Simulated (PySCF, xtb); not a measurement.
Au(Cl) anion (AuCl), SMILES [Cl][Au] (connectivity only; charge and spin as stated), charge -1, multiplicity 2.

Harmonic wavenumbers (cm⁻¹) from GFN2-xTB (xtb) at its own minimum, in rising order: 98.

What does PySCF with PBE-D3(BJ)/def2-TZVPD give at its own minimum? (Estimate from the structure and the level; the computed values follow.)

222. Paired by order, the mean absolute difference is 123 cm⁻¹ and the zero-point energies are 0.1 and 0.3 kcal/mol.
